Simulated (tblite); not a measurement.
BiCl₂ (SMILES [Cl][Bi][Cl]), doublet, geometry from GFN2-xTB (such geometries of metal compounds can be far from the true shape) (the spin is typed, not shown lowest); GFN1-xTB in tblite.

tblite was given this input:
```
$ tblite run mol.xyz --method gfn1 --charge 0 --spin 1 --etemp 2000 --json tblite.json --no-restart

# file mol.xyz
3

Bi     0.31935808    -0.02910973     0.37116121
Cl     0.59421202     0.41454246    -2.06120785
Cl    -2.15343088    -0.27241847     0.24906782
```

What the program printed (banner, timings and long lists left out):

```
xTB calculator
 | screened Coulomb repulsion
 | Coulomb electrostatics
 |  * isotropic Klopman-Ohno-Mataga-Nishimoto electrostatics
 |  * onsite third-order electrostatics
 | DFT-D3(BJ) dispersion correction

halogen bonding energy    0.0000000000000E+00 Eh
repulsion energy          2.5728234275568E-03 Eh
dispersion energy        -1.1958259036403E-03 Eh
number of electrons       1.9000000000000E+01 e
integral cutoff           2.2843195497908E+01 bohr

------------------------------------------------------------
  cycle        total energy    energy error   density error
------------------------------------------------------------
      1     -10.62566154789  -1.0627039E+01   6.6604090E-01
      2     -10.75242048697  -1.2675894E-01   1.6520092E-01
      3     -10.75793108379  -5.5105968E-03   7.5746319E-02
      4     -10.75270723214   5.2238517E-03   1.4508144E-01
      5     -10.76129340891  -8.5861768E-03   5.7251825E-03
      6     -10.76130751701  -1.4108100E-05   1.3319192E-03
      7     -10.76130824190  -7.2488127E-07   3.1171293E-04
      8     -10.76130828047  -3.8570008E-08   8.7604945E-05
      9     -10.76130828382  -3.3512215E-09   3.1686105E-06
------------------------------------------------------------

electronic energy        -1.0762685281340E+01 Eh
total energy             -1.0761308283816E+01 Eh

Post processing:
 | Mayer-Wiberg bond orders

[Info] JSON dump of results written to 'tblite.json'
```
